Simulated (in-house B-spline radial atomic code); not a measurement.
# wB97X excitations of O4+

Method: wB97X. Computed with an all-electron radial atomic-structure program (B-spline basis): linear response of the closed shell [He] 2s2 with the functional's adiabatic kernel; non-relativistic, point nucleus, no spin-orbit coupling, no double excitations, S, P, D and F terms only.

Command:
```bash
python run_td.py task.json out
```
Settings (radii: box in bohr, nucleus in fm):
```
Z                        8
electrons                4
configuration            [He] 2s2
hamiltonian              nr
method                   wb97x
box_radius               19.1
intervals                48
```

Time taken, with all properties: 0.2 s on 1 thread of Arm Neoverse N1 (shared host).

The lowest states, in the order of their Tamm-Dancoff energies; the method's threshold (minus the highest occupied level) is 107.69 eV. Labels give the largest channel, * marks a mixed state, and oscillator strengths are full-response dipole values. Semilocal kernels can invert the small singlet-triplet splittings of Rydberg terms. Energies in eV:

```
     state  full response  Tamm-Dancoff  oscillator strength
2s → 2p 3P          7.380         9.017                    -
2s → 2p 1P         18.058        18.727                0.512
2s → 3s 3S              ?             ?                    -
2s → 3s 1S          67.54         67.57                    -
2s → 3p 3P          69.36         69.42                    -
2s → 3p 1P          69.89         69.94                0.381
2s → 3d 3D              ?             ?                    -
2s → 3d 1D          72.84         72.88                    -
2s → 4s 3S          84.49         84.50                    -
2s → 4s 1S          85.02         85.03                    -
```

(1) Where does 2s → 3d 3D lie?

(2) Where does 2s → 3s 3S lie?

(3) How large is the singlet-triplet splitting of 2s → 2p (P terms) in Tamm-Dancoff?

(4) What polarisabilities and dispersion coefficient does the method give?

## Answers

(1) At 72.10 eV in full response, 72.14 eV in Tamm-Dancoff.

(2) At 65.65 eV in full response, 65.69 eV in Tamm-Dancoff.

(3) 9.71 eV, from the unrounded values.

(4) Dipole 1.265 bohr³, quadrupole 0.5061 bohr⁵, C6 0.8956 hartree·bohr⁶ for two such species.
